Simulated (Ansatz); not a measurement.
Reaction (ligand exchange at the Si–N bond): `[OH][GeH2][NH][SiH](O)O` + `CN[SiH3]` → `CN([SiH3])[SiH](O)O` + `[NH2][GeH2][OH]`

Program: Ansatz. Geometries: PBE0-D4/def2-TZVP. ΔE: electronic, gas phase. CBS: MP2 limit from def2 TZ/QZ plus the TZ coupled-cluster correction, frozen cores. Functionals use def2-TZVPP. B3LYP here is the variant with VWN-RPA as its local correlation; programs differ in this. For Ge outer-core shells are correlated without core-valence functions, which leaves a few kJ/mol of doubt a bond. Scalar relativity is left out up to krypton. Each species was taken in one conformer, which may not be the lowest.

| level | ΔE (kJ/mol) | difference from CCSD(T)/CBS |
| --- | --- | --- |
| B3LYP-D4 | 24.4 | 1.9 |
| ωB97X-V | 24.5 | 2.0 |
| ωB97M-V | 24.5 | 2.0 |
| B2PLYP | 25.3 | 2.8 |
| r2SCAN | 24.3 | 1.8 |
| SCS-MP2/def2-TZVPP | 23.1 | 0.6 |
| CCSD/def2-TZVPP | 23.7 | 1.2 |
| MP2/def2-QZVPP | 22.2 | -0.3 |
| SCS-MP2/def2-QZVPP | 22.2 | -0.3 |
| HF/CBS(def2) | 23.3 | 0.8 |
| CCSD(T)/CBS | 22.5 | 0 |

Largest T1 diagnostic among the species: 0.012.
